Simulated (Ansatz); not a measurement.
C2H8BNSn at its PBE0-D4/def2-TZVP geometry, where that method's forces vanish. The species carries charge 0 and has multiplicity 1. Sn takes the def2 core potential. The bonds changed during the relaxation, so this is another structure than the one it started from.

```xyz
13

B    -0.6318    0.2211    1.4515
C     0.1004   -0.6618    0.4651
Sn   -1.0103    2.1513    0.3213
N     0.6596   -1.3139   -0.3122
C     1.3320   -2.0370   -1.3128
H     0.0874    0.4599    2.3887
H    -1.6940   -0.2774    1.7268
H     0.4317    2.9191   -0.2200
H    -1.8323    3.2863    1.3062
H    -1.9681    1.9379   -1.0925
H     0.7662   -2.9371   -1.5576
H     2.3215   -2.3254   -0.9552
H     1.4376   -1.4230   -2.2093
```

Task: What forces (eV/Å) does PBE-D4/def2-TZVPP give on these atoms in Ansatz 0.2.0? (Estimate.)

Result: The calculation gave: 
```
B1   0.118 -0.184 -0.113
C2  -0.809  0.955  1.111
Sn3  0.008 -0.033  0.015
N4   0.681 -0.815 -0.926
C5  -0.053  0.065  0.070
H6   0.049  0.048  0.112
H7  -0.119 -0.022  0.049
H8   0.135  0.070 -0.048
H9  -0.083  0.114  0.099
H10 -0.090 -0.022 -0.130
H11 -0.104 -0.208 -0.074
H12  0.225 -0.079  0.053
H13  0.042  0.109 -0.221
```
